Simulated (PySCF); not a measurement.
All values below come from PBE-D3(BJ)/def2-TZVP // PBE0-D3(BJ)/def2-TZVP (PySCF). Isolated molecules, 0 K electronic values unless said otherwise. Delta-SCF ions had no search for a lower state. Excitations are Tamm–Dancoff values on a coarser integration grid. The basis has no diffuse functions, so Rydberg states are missing or too high.

Reference species (SMILES): `C(Cl)(C)=C` (neutral, multiplicity 1).

* **vertical ionisation energy (Delta-SCF)**: 9.37 eV
* **S1–T1 gap (TDA)**: 2.10 eV
* **dipole moment**: 1.51 D
* **HOMO–LUMO gap**: 5.13 eV

Changed species: `C(=C/C)/Cl`.

Task: Give the shifts of the vertical ionisation energy (Delta-SCF), S1–T1 gap (TDA), dipole moment and HOMO–LUMO gap.

Result: the vertical ionisation energy (Delta-SCF) falls by 0.16 eV, to 9.21 eV; the S1–T1 gap (TDA) rises by 0.09 eV, to 2.19 eV; the dipole moment is nearly the same; the HOMO–LUMO gap stays essentially unchanged.
